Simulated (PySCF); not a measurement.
Spectrum to structure. Method: PySCF 2.14.0, density-fitted response routines, TDDFT PBE0/def2-SVPD, vertical, gas phase, core orbitals frozen in the response. Geometries: GFN2-xTB, one conformer each.

```
state  E (eV)  λ (nm)       f
   S1    6.41   193.5   0.184
   S2    6.65   186.5   0.027
   S3    7.15   173.3  0.0045
   S4    7.25   171.1  0.0028
   S5    7.38   168.0  0.0029
   S6    7.65   162.1  0.0035
```

Triplets computed (Tamm–Dancoff): 4.17, 6.52 eV.

Problem. Which candidate is it? All have the formula C5H7FO2.
A. `O1C=C[C@](F)(C1)OC`
B. `O=C1CCC[C@@H](F)O1`
C. `C/C=C(/OC)C(=O)F`

Solution. A. Its S1, at 6.41 eV, is the highest among the candidates; the nearest of the others has S1 at 5.66 eV. S1 is HOMO→LUMO (92%). Löwdin shares by element: HOMO carbon 52% or more, oxygen 33%; LUMO carbon 60% or more, oxygen 10% or more, hydrogen 7% or more (atoms not listed hold the other 22%). At the same level the other candidates give, for their lowest levels:
- `C/C=C(/OC)C(=O)F`: 4.91 eV (f 0.149); 5.23 eV (f 0.001); 6.54 eV (f 0.017); 6.93 eV (f 0.000); 6.95 eV (f 0.000); T1 3.05 eV; HOMO -7.21, LUMO -1.72 eV
- `O=C1CCC[C@@H](F)O1`: 5.66 eV (f 0.002); 7.50 eV (f 0.002); 7.81 eV (f 0.053); 8.20 eV (f 0.027); 8.37 eV (f 0.068); T1 5.08 eV; HOMO -8.10, LUMO -0.19 eV

Conformer computed: `[CH3:1][O:2][C@:3]1([F:4])[CH:5]=[CH:6][O:7][CH2:8]1`: C1–O2–C3–F4 64°.
